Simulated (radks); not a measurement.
Species: N IV. Configuration: [He] 2s2.

Calculated with a radial shooting solver on a logarithmic mesh with Libxc functionals: scalar-relativistic Kohn-Sham, LDA (Slater exchange, Perdew-Wang correlation), spin-unpolarised, spherical densities, finite nucleus; Fermi nuclear charge, rms radius 2.5582 fm.

Energy parts (eV):
| part | energy |
|---|---|
| total | -1381.027 |
| kinetic | 1377.337 |
| electron-nucleus | -3020.836 |
| Hartree | 391.614 |
| exchange-correlation | -129.142 |

Orbitals (lengths in bohr, moments of r in powers of bohr; <r^-3> diverges for s and p1/2):
\begin{tabular}{lrrrrr}
orbital & occ. & eigenvalue (eV) & <r^-3> & <1/r> & <r^2> \\ \hline
1s & 2 & -447.5545 & - & 6.614 & 0.07167 \\
2s & 2 & -67.7942 & - & 1.315 & 1.445 \\
2p & 0 & -57.1329 & 5.721 & 1.240 & 1.303 \\
3s & 0 & -22.2536 & - & 0.5020 & 9.425 \\
3d & 0 & -17.2885 & 0.1697 & 0.4449 & 8.280 \\
\end{tabular}

The highest occupied level is 2s at -67.794 eV. Summed over all electrons, <r^2> = 3.033 bohr^2, which gives a Langevin (diamagnetic) susceptibility term of -2.4 x 10^-6 cm^3/mol. The electron density at the nucleus is 213.7 e/bohr^3 (large components only). The density falls to 0.001 e/bohr^3 at r = 2.42 bohr.
